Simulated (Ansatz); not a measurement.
Computed with Ansatz on PBE0-D4/def2-TZVP structures; ΔE is electronic, products minus reactants. CCSD(T)/CBS adds triple-zeta CCSD(T) − MP2 to the extrapolated MP2 energy (def2 sets, frozen cores). Functionals use def2-TZVPP. For Sc outer-core shells are correlated without core-valence functions, which leaves a few kJ/mol of doubt a bond. Scalar relativity is left out up to krypton. One conformer a species, not always the lowest.

`[NH2][Sc]([OH])[O][SiH3]` + `[OH][Sc]([F])[F]` → `[F][Sc]([F])[O][SiH3]` + `[NH2][Sc]([OH])[OH]`  (ligand exchange at the Si–O bond)

`[NH2][Sc]([OH])[O][SiH3]`:

```xyz
11

N     1.139    1.769    1.401
Sc    1.012    0.073    0.387
O     2.551   -0.984    0.316
O    -0.664   -0.335   -0.425
Si   -2.059   -0.756   -1.141
H     0.397    2.445    1.531
H     1.956    2.118    1.885
H     3.214   -1.651    0.167
H    -2.991   -1.376   -0.156
H    -1.823   -1.739   -2.236
H    -2.733    0.436   -1.730
```

`[OH][Sc]([F])[F]`:

```xyz
5

O    -0.623    0.585    0.976
Sc    0.266   -0.250   -0.417
F    -0.053   -2.026   -0.809
F     1.491    0.677   -1.443
H    -1.081    1.013    1.693
```

`[F][Sc]([F])[O][SiH3]`:

```xyz
8

F    -0.367   -3.149    0.848
Sc   -0.291   -1.871   -0.477
F    -0.482   -2.367   -2.242
O    -0.016   -0.067   -0.029
Si    0.230    1.496    0.378
H    -0.677    1.884    1.492
H    -0.036    2.384   -0.785
H     1.639    1.690    0.816
```

`[NH2][Sc]([OH])[OH]`:

Cartesian coordinates in Å:
```
N 1.303 -1.005 0.141
Sc -0.264 0.203 -0.029
O -1.328 0.405 1.502
O -0.512 1.014 -1.701
H 1.577 -1.517 0.970
H 1.974 -1.221 -0.586
H -1.967 0.619 2.174
H -0.783 1.502 -2.472
```

Task: Is it downhill or uphill in electronic energy at CCSD(T)/CBS, and by how much? (Estimate.)

Result: Ansatz gave: Nearly level: ΔE = +0.03 eV.

Task: What do these levels give: PBE0-D4, r2SCAN0-D4, BHLYP-D4, PBE, BLYP, r2SCAN, r2SCANh, BHLYP, LC-ωPBE, SCS-MP2/def2-TZVPP, SCS-MP2/def2-QZVPP, CCSD/CBS(def2)? (An estimate is asked.)

Result: The calculation gave: PBE0-D4 0.05, r2SCAN0-D4 0.05, BHLYP-D4 0.05, PBE 0.04, BLYP 0.03, r2SCAN 0.04, r2SCANh 0.04, BHLYP 0.05, LC-ωPBE 0.05, SCS-MP2/def2-TZVPP 0.04, SCS-MP2/def2-QZVPP 0.03, CCSD/CBS(def2) 0.03 eV.

Largest T1 diagnostic among the species: 0.017.

At CCSD(T), def2-SVP lies +0.04 eV from the extrapolated value and def2-TZVPP +0.01 eV. Leaving LDA and LC-ωPBE aside and taking each functional with its dispersion term where it has one, the values, not all of them listed here, spread over 0.01 eV, from B2PLYP to BHLYP-D4.
